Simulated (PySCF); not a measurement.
Species: C6H8S.
Z-matrix (Å and degrees, GFN2-xTB geometry), rows numbered from 1:
```
C 
C   1  1.3255
C   2  1.4642  1  125.78
C   3  1.3412  2  119.42  1   158.70
C   3  1.4635  2  120.20  1   -23.36
C   5  1.4923  3  118.29  2   144.85
S   5  1.6329  3  121.55  2   -38.44
H   1  1.0764  2  121.18  3  -178.58
H   1  1.0769  2  122.63  3     1.82
H   2  1.0824  1  119.78  3   176.53
H   4  1.0753  3  122.70  2   178.85
H   4  1.0770  3  120.97  2     0.90
H   6  1.0909  5  109.79  3    76.11
H   6  1.0890  5  110.97  3   -43.12
H   6  1.0870  5  110.15  3  -165.25
```

Computed with wB97X-D/def2-SVPD in PySCF (dipole) on a GFN2-xTB geometry, gas phase.

Masses are those of the commonest isotopes; rigid-rotor values at the optimised geometry. The values belong to one conformer with, in the numbering `[CH2:1]=[CH:2][C:3](=[CH2:4])[C:5]([CH3:6])=[S:7]`, C1–C2–C3–C4 159°, C2–C3–C5–C6 145°.

(1) What are A, B and C (cm⁻¹)?

(2) Classify the top.

(3) Is it planar, by Δ = Ic − Ia − Ib?

(4) Give the other two planar moments, Paa and Pbb, and the rms extents of the mass along the axes.

(5) Where do the levels up to J = 3 lie, in cm⁻¹?

(6) Which lines would a microwave search look for?

## Answers

(1) Ia = 194.63, Ib = 236.90, Ic = 376.14 u·Å²; 505379 MHz·u·Å²/I gives 2597, 2133 and 1344 MHz, that is A = 0.08661, B = 0.07116, C = 0.04482 cm⁻¹.

(2) An asymmetric top. Ray's parameter κ = (2B − A − C)/(A − C) = 0.261; −1 is the prolate and +1 the oblate limit.

(3) Not planar: Δ = Ic − Ia − Ib = -55.39 u·Å². For a rigid frame Δ = −2 Σ m c², so Σ m c² = 27.70 u·Å² lies off the ab plane: 7.06 from hydrogen and 20.64 from heavier atoms. The atom farthest from that plane is 1.61 Å away.

(4) Paa = Σ m a² = (Ib + Ic − Ia)/2 = 209.20 and Pbb = Σ m b² = (Ia + Ic − Ib)/2 = 166.94 u·Å². With the mass M = 112.03 u, the rms extents √(P/M) along a, b and c are 1.37, 1.22, 0.50 Å.

(5) Above 0(0,0):
J = 1: 1(0,1) 0.1160, 1(1,1) 0.1314, 1(1,0) 0.1578
J = 2: 2(0,2) 0.3320, 2(1,2) 0.3370, 2(1,1) 0.4161, 2(2,1) 0.4624, 2(2,0) 0.4784
J = 3: 3(0,3) 0.6361, 3(1,3) 0.6372, 3(1,2) 0.7878, 3(2,2) 0.8104, 3(2,1) 0.8701, 3(3,1) 0.9617, 3(3,0) 0.9692
Those of J = 1 are B + C, A + C and A + B.

(6) The dipole components are |μa| = 1.26 D, |μb| = 2.23 D, |μc| = 0.75 D. Intensities carry the squares of the components, which stand as 0.32 : 1.00 : 0.11 (a : b : c). Some lines, for components of 0.1 D or more:

```tsv
type	branch	J(Ka,Kc)	MHz	lower level (cm⁻¹)
c	Q	1(1,1) ← 1(0,1)	463	0.116
a	Q	2(2,0) ← 2(2,1)	478	0.462
a	Q	1(1,0) ← 1(1,1)	790	0.131
b	Q	1(1,0) ← 1(0,1)	1253	0.116
c	Q	2(2,1) ← 2(1,1)	1390	0.416
b	Q	2(2,0) ← 2(1,1)	1868	0.416
a	Q	2(1,1) ← 2(1,2)	2369	0.337
b	Q	2(1,1) ← 2(0,2)	2521	0.332
a	R	1(0,1) ← 0(0,0)	3477	0.000
b	Q	2(2,1) ← 2(1,2)	3759	0.337
b	R	1(1,1) ← 0(0,0)	3940	0.000
c	R	1(1,0) ← 0(0,0)	4730	0.000
b	R	2(0,2) ← 1(1,1)	6012	0.131
a	R	2(1,2) ← 1(1,1)	6164	0.131
a	R	2(0,2) ← 1(0,1)	6475	0.116
b	R	2(1,2) ← 1(0,1)	6627	0.116
a	R	2(1,1) ← 1(1,0)	7744	0.158
c	R	2(1,1) ← 1(0,1)	8997	0.116
b	R	2(2,1) ← 1(1,0)	9133	0.158
c	R	2(2,0) ← 1(1,0)	9612	0.158
c	R	2(2,1) ← 1(1,1)	9923	0.131
b	R	2(2,0) ← 1(1,1)	10401	0.131
```

Not checked by GFN2-xTB frequencies. No vibrational averaging or centrifugal distortion is included, and the geometry carries the error of its method. A rigid rotor knows nothing of internal rotation, which can split or shift real lines.
